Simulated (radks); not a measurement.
Species: Tl3+. Configuration: [Xe] 4f14 5d10. Method: Dirac Kohn-Sham, PBE, spin-unpolarised, spherical densities, point nucleus; computed with a radial shooting solver on a logarithmic mesh with Libxc functionals.

Unscreened Slater integrals over Kohn-Sham orbitals (cm^-1). Large and small components are both included.

F0(5d5/2,5d5/2): 145770
F2(5d5/2,5d5/2): 76099
F4(5d5/2,5d5/2): 50659
F0(5d5/2,5d3/2): 148160
F2(5d5/2,5d3/2): 77295
G2(5d5/2,5d3/2): 77175
G4(5d5/2,5d3/2): 51407
F0(5d5/2,5p3/2): 163490
F2(5d5/2,5p3/2): 82427
G1(5d5/2,5p3/2): 100800
G3(5d5/2,5p3/2): 62579
F0(5d5/2,5p1/2): 168340
G3(5d5/2,5p1/2): 57249
F0(5d3/2,5d3/2): 150690
F2(5d3/2,5d3/2): 78702
F0(5d3/2,5p3/2): 167030
F2(5d3/2,5p3/2): 85310
G1(5d3/2,5p3/2): 105930
G3(5d3/2,5p3/2): 65784
F0(5d3/2,5p1/2): 172310
G1(5d3/2,5p1/2): 98382
F0(5p3/2,5p3/2): 190810
F2(5p3/2,5p3/2): 102850
F0(5p3/2,5p1/2): 199320
G2(5p3/2,5p1/2): 104190
F0(5p1/2,5p1/2): 209580
